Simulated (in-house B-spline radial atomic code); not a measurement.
Configurations of the europium ion Eu⁶⁺, with energies counted from [Kr] 4d10 4f5 5s2 5p4. Method: scalar-relativistic (X2C) PBE0, spin-polarised, spherical fractional occupations, exact exchange averaged over the configuration, Fermi nucleus of rms radius 5.1115 fm. Calculated with a B-spline radial code for spherical atoms. Shells without spins written out take the highest spin.

Occupations are held fixed; configurations that lie above the ionisation limit could autoionise.

```
            configuration  E - E(ref) (eV)  highest orbital  its <r> (bohr)
    [Kr] 4d10 4f6 5s2 5p3           6.0289            4f up          0.8169
[Kr] 4d10 4f5 5s2 5p3 6d1           60.853            6d up           3.405
 [Kr] 4d9 4f5 5s2 5p4 5d1           156.94            5d up           1.701
 [Kr] 4d9 4f5 5s2 5p4 6s1           171.21            6s up           2.497
```

Task: Order these further configurations by energy, lowest first.
A. [Kr] 4d10 4f4 5s2 5p5
B. [Kr] 4d9 4f5 5s2 5p4 6d1
C. [Kr] 4d10 4f4 5s2 5p4 6d1
D. [Kr] 4d10 4f4 5s2 5p4 5d1
E. [Kr] 4d10 4f4 5s2 5p4 6s1

Result: A (-3.9452 eV), D (25.954 eV), E (40.064 eV), C (60.183 eV), B (191.39 eV).

Task: Is the reference the lowest configuration at this level of theory?

Result: No: [Kr] 4d10 4f4 5s2 5p5 lies 3.945 eV lower with this functional.
